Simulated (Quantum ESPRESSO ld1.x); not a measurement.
One sound ld1.x (Quantum ESPRESSO 7.5) input for the zinc ion Zn2+ gives E = -1795.343 hartree in 36 iterations:

```
 &input
    zed=30.0,
    iswitch=1,
    rel=1,
    dft='BLYP',
    config='[Ar] 3d10',
    prefix='ld1',
    max_out_wfc=37,
    file_charge='ld1.rho',
 /
```

Changed or added lines, one case at a time, and what came of them:

- config='[Ar] 3d': refused. The program stops in el_config with "no occupancy field?": each term needs its occupation.
- rel=2 cau_fact=24.51: crashed. The program stops in dirsol with "no classical turning point found": with c below Z the Dirac equation of a point nucleus has no 1s solution.
- config='[Ar] 3d10 2d1': refused. The program stops in el_config with "main/angular quantum number mismatch": l must be smaller than n.
- config='[Ar] 3d10 3d10': refused. The program stops in el_config with "wavefunction 3D found too many times": a shell may stand twice only as spin up and down (lsd = 1) or as its two j (rel = 2, l > 0), within their capacities.
- atom='Xx' (without zed): crashed. The symbol names no element; the program warns, takes a nuclear charge of zero and dies without a result.
- relpert=.true.: refused. The program stops in ld1_readin with "perturbative SO-splitting for AE calculations with rel=0 only": the perturbative correction needs rel = 0.
- rel=2 lsd=1: refused. The program stops in ld1_readin with "local spin density and spin-orbit not allowed": spin polarisation goes with rel = 0 or 1 alone.
